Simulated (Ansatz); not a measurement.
`[CH3][GeH]([OH])[F]` + H₂ → `[OH][GeH2][F]` + CH₄  (hydrogenolysis of a Ge–C bond)

Computed with Ansatz on PBE0-D4/def2-TZVP structures; ΔE is electronic, products minus reactants. CCSD(T)/CBS is the MP2 limit (def2-TZVPP, def2-QZVPP) plus CCSD(T) − MP2 in def2-TZVPP, frozen cores. This one scheme is used for every species. Functionals use def2-TZVPP. B3LYP here is the variant with VWN-RPA as its local correlation; programs differ in this. For Ge outer-core shells are correlated without core-valence functions, which leaves a few kJ/mol of doubt a bond. Scalar relativity is left out up to krypton. Each species was taken in one conformer, which may not be the lowest.

Problem. Is it downhill or uphill in electronic energy at CCSD(T)/CBS, and by how much? (Estimate.)

Solution. Computed: Downhill: ΔE = -4.2 kcal/mol.

Problem. What do these levels give: LDA (SPW92), ωB97X-V, ωB97M-V, PBE-QIDH, PBE, BLYP, B3LYP, CAM-B3LYP, MP2/def2-SVP, HF/def2-TZVPP, HF/def2-QZVPP, SCS-MP2/def2-QZVPP? (Best estimate.)

Solution. The calculation gave: LDA (SPW92) -4.9, ωB97X-V -5.5, ωB97M-V -5.2, PBE-QIDH -5.3, PBE -6.0, BLYP -7.5, B3LYP -7.6, CAM-B3LYP -7.4, MP2/def2-SVP -6.8, HF/def2-TZVPP -10.0, HF/def2-QZVPP -10.2, SCS-MP2/def2-QZVPP -4.9 kcal/mol.

Largest T1 diagnostic among the species: 0.012.

Leaving LDA and LC-ωPBE aside and taking each functional with its dispersion term where it has one, the values, not all of them listed here, spread over 3.3 kcal/mol, from B97M-V to revPBE-D4. LDA lies +1.0 kcal/mol from PBE without D4. At CCSD(T), def2-SVP lies −3.9 kcal/mol from the extrapolated value and def2-TZVPP −0.6 kcal/mol.
